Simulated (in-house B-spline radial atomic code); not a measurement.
Be⁺. Computed with a B-spline radial atomic code. Model: all-electron spherical atom, spin shells full or empty, radial basis limit, no spin-orbit coupling, Breit or QED, empty-state partial waves extrapolated as (l+1/2)^-4, RPA, G0W0 and static COHSEX of the highest shell as one setting changes (uncorrelated shells keep exact exchange).

Empty levels are discrete states of a finite basis, so the steps are uneven.

Given: element Be; charge 1; filled core He; hamiltonian non-relativistic; mean-field start Hartree-Fock; highest l of empty states 9; lowest nl shells left uncorrelated 0; highest mean-field shell 2s up; box radius 23.78 bohr.

Shell: 2s 1 0 (electrons up and down).

```
highest empty level kept (hartree)  RPA correlation energy (hartree)  G0W0 level (eV)  G0W0 minus most complete (meV)  COHSEX level (eV)  linearised minus solved G0W0 (meV)
                              1.33                         -0.016129          -18.612                           164.5            -19.239                                   0
                              2.67                         -0.021148          -18.668                           107.9            -19.365                                 0.1
                              4.67                         -0.029194          -18.698                            77.8            -19.442                                 0.1
                                 8                         -0.041783          -18.721                            55.6            -19.497                                 0.1
                             13.33                         -0.054698          -18.734                              42             -19.53                                 0.1
                                24                         -0.072796          -18.751                            25.6            -19.577                                 0.1
                                40                         -0.080425          -18.759                            17.7            -19.597                                 0.1
                                80                         -0.090938          -18.769                             6.9            -19.626                                 0.1
                               160                                 ?                ?                               ?                  ?                                   ?
                            333.33                         -0.096585          -18.775                             0.7            -19.641                                 0.1
                               800                                 ?                ?                               ?                  ?                                   ?
                            2666.7                         -0.097161          -18.776                               0            -19.642                                 0.1
```

Question: What follows for highest empty level kept = 800?

Answer: RPA correlation energy -0.09704 hartree; G0W0 level -18.776 eV; G0W0 minus most complete 0.2 meV; COHSEX level -19.642 eV; linearised minus solved G0W0 0.1 meV.

Question: What follows for highest empty level kept = 160?

Answer: RPA correlation energy -0.095167 hartree; G0W0 level -18.774 eV; G0W0 minus most complete 2.3 meV; COHSEX level -19.638 eV; linearised minus solved G0W0 0.1 meV.
